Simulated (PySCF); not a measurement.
SeHBr, SMILES [SeH]Br. Atoms are numbered in the order given.

```xyz
3

Se     0.0444     1.1712     0.0000
H     -1.4230     1.3117     0.0000
Br    -0.0024    -1.1752     0.0000
```
Charge 0, spin multiplicity 1.

The structure is a stationary point at B3LYP-D3(BJ)/def2-TZVP.

All values below come from TDA-LC-ωPBE/def2-TZVPD run with PySCF.

Vertical excitations. Gas-phase values at a fixed geometry. State labels are in the subgroup Cs.

Give excitation energies, oscillator strengths and character. (Estimate from the structure and the level; the computed values follow.)


```
state  symmetry  energy (eV)  λ (nm)      f                                                             main pairs
-----  --------  -----------  ------  -----  ---------------------------------------------------------------------
S1           A"         2.89     429  0.001                                                         HOMO→LUMO 95 %
S2           A'         4.63     268  0.006                                                       HOMO−1→LUMO 94 %
S3           A"         5.39     230  0.002                                     HOMO−2→LUMO 61 %, HOMO→LUMO+1 21 %
S4           A"         5.74     216  0.003                                     HOMO→LUMO+1 51 %, HOMO−2→LUMO 33 %
S5           A'         7.25     171  0.225                                     HOMO−3→LUMO 62 %, HOMO−4→LUMO 27 %
S6           A"         7.54     164  0.007                   HOMO→LUMO+8 37 %, HOMO→LUMO+3 35 %, HOMO→LUMO+2 15 %
S7           A"         7.65     162  0.070  HOMO→LUMO+5 38 %, HOMO→LUMO+2 19 %, HOMO→LUMO+1 18 %, HOMO→LUMO+8 9 %
S8           A"         7.73     160  0.007                                     HOMO→LUMO+3 51 %, HOMO→LUMO+2 32 %
S9           A'         7.78     159  0.057                                   HOMO→LUMO+4 57 %, HOMO−1→LUMO+1 20 %
S10          A'         7.95     156  0.055               HOMO−1→LUMO+1 47 %, HOMO→LUMO+4 31 %, HOMO−1→LUMO+2 10 %
T1           A"         2.09     592      0                                                         HOMO→LUMO 94 %
T2           A'         3.86     321      0                                                       HOMO−1→LUMO 93 %
T3           A"         4.71     263      0                                                       HOMO−2→LUMO 83 %
T4           A"         5.08     244      0  HOMO→LUMO+1 57 %, HOMO−2→LUMO 10 %, HOMO→LUMO+5 10 %, HOMO→LUMO+8 9 %
```
Triplets are in the Tamm–Dancoff approximation.
